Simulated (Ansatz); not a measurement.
Compare A (`C[SiH](O)C=O`) with its isomer B (`CC(=O)O[SiH3]`).

Gas-phase electronic energies from Ansatz, PBE0-D4/def2-TZVP geometries. CCSD(T)/CBS adds triple-zeta CCSD(T) − MP2 to the extrapolated MP2 energy (def2 sets, frozen cores). Functionals use def2-TZVPP. B3LYP here is the variant with VWN-RPA as its local correlation; programs differ in this. Each species was taken in one conformer, which may not be the lowest.

A:

Z-matrix (Å, degrees):
```
C
Si 1 1.857
H 1 1.093 2 110.7
H 1 1.092 2 111.2 3 -120.9
H 1 1.093 2 110.1 3 119.2
O 2 1.639 1 112.3 3 179.8
C 2 1.925 1 111.6 3 64.4
H 2 1.489 1 110.0 3 -55.3
H 6 0.964 2 112.3 1 -124.1
O 7 1.211 2 118.0 1 121.8
H 7 1.115 2 123.3 1 -58.2
```

B:

Z-matrix (Å, degrees):
```
C
C 1 1.494
H 1 1.092 2 109.5
H 1 1.092 2 109.6 3 -117.3
H 1 1.087 2 110.0 3 121.3
O 2 1.204 1 125.6 3 -120.8
O 2 1.342 1 113.0 3 59.2
Si 7 1.694 2 116.2 1 -180.0
H 8 1.481 7 102.6 2 -179.9
H 8 1.479 7 110.7 2 62.3
H 8 1.479 7 110.7 2 -62.2
```

Question: Which isomer does CCSD(T)/CBS put lower? Give the gap. (Estimate.)

Answer: Ansatz gave: B, by 4.5 kcal/mol.

Question: Give E(B) − E(A) in kcal/mol with BLYP-D4, HF/def2-TZVPP, CCSD/def2-TZVPP, ωB97M-V, B3LYP-D4, B2PLYP, B3LYP. (An estimate is asked.)

Answer: Computed: BLYP-D4 -5.6, HF/def2-TZVPP -10.3, CCSD/def2-TZVPP -5.9, ωB97M-V -5.8, B3LYP-D4 -6.3, B2PLYP -6.4, B3LYP -6.4. None reverses the order clearly.

Question: Does the order hold for the free energy at 298.15 K (harmonic terms from PBE0-D4)? (Best estimate.)

Answer: Ansatz gave: Yes: G(B) − G(A) = -4.9 kcal/mol, for one conformer each.

Largest T1 diagnostic: 0.014.

From BLYP to BHLYP (50 % exact exchange), in def2-TZVPP and without D4, E(B) − E(A) moves by −2.0 kcal/mol. In def2-TZVPP, CCSD(T) changes the Hartree–Fock value by +4.4 kcal/mol (the triples alone add −0.0 kcal/mol) and MP2 by +4.5 kcal/mol.
